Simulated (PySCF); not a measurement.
Computed structure and properties of Er2O3

System: Er2O3 (singlet in the valence; each metal's 4f electrons, 11 of them, lie in its core potential, out of spins and levels); start: template (D3h). Method: PySCF 2.14.0, RKS TPSS, Er lcecp-1-SVP with ECP57, O def2-SVP; non-relativistic Hamiltonian with scalar-relativistic core potentials where named; density fitting; no spin-orbit coupling.

Input of the relaxation:

```python
mol = gto.M(atom='''
Er     0.00000    -0.00000     1.41670
Er    -0.00000     0.00000    -1.41670
O      1.52754    -0.00001    -0.00000
O     -0.76376     1.32290     0.00000
O     -0.76378    -1.32289    -0.00000''',
    basis={'Er': 'lcecp-1-SVP', 'O': 'def2-SVP'},
    ecp={'Er': 'lcecp-1-SVP'},
    charge=0, spin=0)
mf = dft.RKS(mol, xc='TPSS')
mf.grids.atom_grid = (50, 194)  # f atoms: unpruned, at least (60, 302)
mf = mf.density_fit()  # fitting sets: Er AutoAux, O def2-universal-JKFIT
mf.conv_tol = 1e-08; mf.max_cycle = 55
mf.kernel(dm0)  # dm0: converged density of the start geometry
# quasi-Newton relaxation in Cartesian coordinates to a largest gradient under 0.00045 Eh/bohr, steps kept in the point group
```

Run from Python with OMP_NUM_THREADS=2; the lines above give its settings. Where DIIS fails, smearing, a level shift and second-order steps follow.
It took 33 s on 2 threads of Arm Neoverse V1 (shared host), from the converged density of the start.

Course of the relaxation:

| step | energy above end (eV) | largest force component within the symmetry (eV/Å) |
| --- | --- | --- |
| 0 | 0.0865 | 1.859 |
| 1 | 0.0241 | 1.005 |
| 2 | 0.0001 | 0.048 |
| 3 | 0.0000 | 0.001 |

Relaxed geometry (D3h):

```xyz
5

Er    0.0000    0.0000    1.3709
Er    0.0000    0.0000   -1.3709
O     1.5461    0.0000    0.0000
O    -0.7730    1.3389    0.0000
O    -0.7730   -1.3389    0.0000
```

```csv
contact,Å
Er1–O3 (O),2.066
Er1–O4 (O),2.066
Er1–O5 (O),2.066
```

On the finer grid (75, 302):

* HOMO: -3.94 eV
* LUMO: -1.83 eV
* Dipole about the centre of mass: 0.00 D
* Set of Mulliken populations of Er1 outside the core potential: s 2.35, p 6.21, d 1.51, f 0.06
* D3(BJ) dispersion energy (not in the energies): -0.146 eV

```
atom  Mulliken (e)  Löwdin (e)  spin (e)
 Er1          0.87        0.54      0.00
 Er2          0.87        0.54      0.00
  O3         -0.58       -0.36      0.00
  O4         -0.58       -0.36      0.00
  O5         -0.58       -0.36      0.00
```

The 4f levels lie in the core potential and are missing. Their spin isn't counted.

No frequency check is given for this geometry.

Rigid scan of O along the line from its metal:

distance to O3 (Å), energy (eV) and a bar:
```
     1.77      1.031 ##############################
     1.87      0.392 ###########
     1.97      0.084 ##
     2.07      0.000 
     2.17      0.066 ##
     2.27      0.232 #######
     2.37      0.467 ##############
     2.52      0.904 ##########################
```

One start shape was tried, so this needn't be the lowest isomer.

An lcecp potential fixes the number of 4f electrons, so in runs with it no electron can move into or out of that shell.
